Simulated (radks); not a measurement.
The phosphorus ion P3+, [Ne] 3s2. Method: non-relativistic Kohn-Sham, exchange-only B88, spin-polarised, spherical densities, point nucleus; computed with a radial shooting solver on a logarithmic mesh with Libxc functionals. Every spin shell is full or empty, so the densities are truly spherical. Functionals are evaluated on that one density, not self-consistently. Rank these exchange functionals by their error against the exact value of the orbitals, and give that value: LDA, PBE, PBEsol, RPBE, WC, G96, EV93, APBE, SCAN, TASK.

Answer. Exact: -21.6189 hartree. From best to worst, with 100 (|E| - |E exact|)/|E exact| (equal figures are ties): G96 +0.13, RPBE +0.14, SCAN +0.26, PBE -0.48, APBE +0.71, EV93 +1.53, WC -1.61, TASK -3.07, PBEsol -3.55, LDA -8.25.
